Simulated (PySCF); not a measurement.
H₃NO₂SW, SMILES [NH2][W](=[O])([OH])=[S], multiplicity 1.

Geometry optimised at B3LYP-D3(BJ)/def2-SVP. The multiplicity is an assumed one; no other spin state was optimised. The structure was generated by enumeration; whether it is a known compound was not checked. The def2 effective core potentials stand for the cores of W; spin–orbit coupling is left out. Other conformers were not sampled.

All values below come from PySCF with CAM-B3LYP/def2-TZVP.

```yaml
total_energy: -672.47125 hartree
highest_occupied_level: -8.79 eV
lowest_empty_level: -1.25 eV
orbital_gap: 7.54 eV
dipole_moment: 4.00 D
quadrupole, principal values (traceless, Buckingham form, about the centre of nuclear charge): -9.62, -3.19, 12.80 D·Å
mean_static_polarisability: 72.1 bohr³ (10.68 Å³)
polarisability_principal_values: 61.5, 66.1, 88.7 bohr³
```
